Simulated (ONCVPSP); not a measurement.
## u(r) = r·R(r): atom against pseudo-atom (beryllium)

Columns: radius, all-electron u(r) and pseudo u(r) of the 2s shell (level -5.60 eV) of beryllium in the configuration [He] 2s2; LDA (Perdew-Wang 92), non-relativistic, ONCV scheme, ONCVPSP 4.0.1.

```csv
r (bohr),all-electron,pseudo
0.082,-0.1745,0.0184
0.165,-0.2462,0.0381
0.248,-0.2523,0.0595
0.330,-0.2192,0.0828
0.413,-0.1626,0.1087
0.495,-0.0941,0.1365
0.578,-0.0192,0.1668
0.660,0.0558,0.1989
0.742,0.1289,0.2331
0.825,0.1991,0.2700
0.908,0.2643,0.3091
0.990,0.3232,0.3492
1.072,0.3764,0.3899
1.155,0.4243,0.4304
1.238,0.4665,0.4688
1.320,0.5027,0.5034
1.402,0.5337,0.5338
1.485,0.5601,0.5601
1.568,0.5817,0.5817
1.650,0.5988,0.5988
1.733,0.6121,0.6121
1.815,0.6217,0.6217
1.898,0.6280,0.6280
1.980,0.6313,0.6313
2.062,0.6319,0.6319
2.145,0.6301,0.6301
```

(1) How many radial nodes do the two functions have?

(2) At about which radius was the pseudo-wave matched?

(3) Is the pseudo-wave norm-conserving?

## Answers

(1) The all-electron 2s function has n − l − 1 = 1; the pseudo-wave has 0, since the states of the same l below it are removed with the core.

(2) 1.65 bohr. The columns agree to 0.0005 from 1.40 bohr on; several derivatives are matched, so the curves merge somewhat inside the radius.

(3) Yes: the ONCV scheme keeps the norm inside the radius equal to the all-electron one, which fixes the energy derivative of the logarithmic derivative at the level.
